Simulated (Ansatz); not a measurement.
C2H5BrSi can be A, `C=C([SiH3])Br`, or B, `Br[SiH]1CC1`.

Program: Ansatz. Geometries: PBE0-D4/def2-TZVP. ΔE: electronic, gas phase. CBS: MP2 limit from def2 TZ/QZ plus the TZ coupled-cluster correction, frozen cores. Functionals use def2-TZVPP. B3LYP here is the variant with VWN-RPA as its local correlation; programs differ in this. For Br outer-core shells are correlated without core-valence functions, which leaves a few kJ/mol of doubt a bond. Scalar relativity is left out up to krypton.

Question: Which isomer does CCSD(T)/CBS put lower? Give the gap. (An estimate is asked.)

Answer: Ansatz gave: B, by 24.3 kcal/mol.

Question: Give E(B) − E(A) in kcal/mol with MP2/def2-TZVPP, PBE-D4, B3LYP-D4, ωB97M-V, PBE0-D4, B2PLYP, CCSD(T)/def2-TZVPP. (An estimate is asked.)

Answer: The calculation gave: MP2/def2-TZVPP -25.7, PBE-D4 -26.1, B3LYP-D4 -21.6, ωB97M-V -26.3, PBE0-D4 -28.4, B2PLYP -23.1, CCSD(T)/def2-TZVPP -22.8. None reverses the order clearly.

Largest T1 diagnostic: 0.010.

From PBE to PBE0 (25 % exact exchange), in def2-TZVPP and without D4, E(B) − E(A) moves by −2.3 kcal/mol. In def2-TZVPP, CCSD(T) changes the Hartree–Fock value by −2.5 kcal/mol (the triples alone add +0.4 kcal/mol) and MP2 by −5.3 kcal/mol.
